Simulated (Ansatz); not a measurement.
Consider the ligand exchange at the Si–O bond: `[AlH2][SiH2]O[SiH3]` + `O[Si](O)(F)Cl` → `O[Si](F)(Cl)O[SiH3]` + `O[SiH2][AlH2]`.

Isolated molecules relaxed with PBE0-D4/def2-TZVP in Ansatz; ΔE leaves out vibrations. CBS: MP2 limit from def2 TZ/QZ plus the TZ coupled-cluster correction, frozen cores. This one scheme is used for every species. DFT in def2-TZVPP. One conformer a species, not always the lowest.

| level | ΔE (kJ/mol) |
| --- | --- |
| PBE-D4 | 0.8 |
| HF/def2-TZVPP | 0.3 |

(1) What does CCSD(T)/CBS give? (An estimate is asked.)

Largest T1 diagnostic among the species: 0.012.

Results:

(1) The calculation gave: -0.4 kJ/mol. The listed levels differ from it by 1.2, 0.7 kJ/mol.
